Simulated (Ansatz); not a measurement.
The cluster Zn7Se6⁺. The state is a doublet with charge 1. Geometry PBE-D4/def2-SVP.

Cartesian coordinates in Å:
```
Zn -0.0086 -2.4004 -1.0771
Zn -1.4557 2.3185 0.2339
Zn -1.1471 1.1174 2.8073
Zn 0.6502 1.6343 -0.6783
Zn -1.7570 -0.3701 0.2555
Zn 1.1128 0.9813 2.1555
Zn 2.0677 -0.8860 -0.1609
Se 0.4009 0.1159 -2.6522
Se 0.0533 -1.6244 1.2957
Se -1.7234 -0.9277 -2.1776
Se -3.2233 1.1706 1.5093
Se 2.2133 -2.4444 -1.9887
Se 2.8169 1.3149 0.4777
```

Single mean-field runs in def2-SVP, def2-TZVP are fitted with def2-universal-jkfit. Another isomer (doublet) lies 1.06 eV lower at PBE0-D4/def2-TZVP; other spin states weren't run for this one.

Task: Estimate the α-spin orbital energies around the gap (eV) in Ansatz with PBE-D4/def2-TZVP, r2SCAN-D4/def2-TZVP, r2SCANh-D4/def2-TZVP, PBE0-D4/def2-SVP, PBE0-D4/def2-TZVP.

Result: 
```tsv
orbital	PBE-D4/def2-TZVP	r2SCAN-D4/def2-TZVP	r2SCANh-D4/def2-TZVP	PBE0-D4/def2-SVP	PBE0-D4/def2-TZVP
HOMO−9	-10.79	-11.07	-11.45	-11.83	-11.84
HOMO−8	-10.51	-10.80	-11.20	-11.58	-11.59
HOMO−7	-10.38	-10.67	-11.06	-11.44	-11.44
HOMO−6	-9.98	-10.27	-10.66	-11.04	-11.04
HOMO−5	-9.97	-10.24	-10.60	-10.94	-10.95
HOMO−4	-9.75	-10.02	-10.38	-10.74	-10.74
HOMO−3	-9.63	-9.88	-10.23	-10.56	-10.58
HOMO−2	-9.36	-9.61	-9.95	-10.24	-10.27
HOMO−1	-9.08	-9.30	-9.59	-9.83	-9.88
HOMO	-8.76	-9.05	-9.40	-9.69	-9.72
LUMO	-6.88	-6.79	-6.48	-6.02	-6.17
LUMO+1	-6.84	-6.73	-6.45	-5.95	-6.00
LUMO+2	-6.40	-6.28	-6.02	-5.37	-5.70
LUMO+3	-6.26	-6.08	-5.80	-5.32	-5.47
LUMO+4	-5.96	-5.75	-5.45	-4.98	-5.13
LUMO+5	-5.56	-5.34	-5.05	-4.45	-4.74
β HOMO	-9.03	-9.24	-9.54	-9.77	-9.83
β LUMO	-8.07	-7.97	-7.67	-7.27	-7.31
```
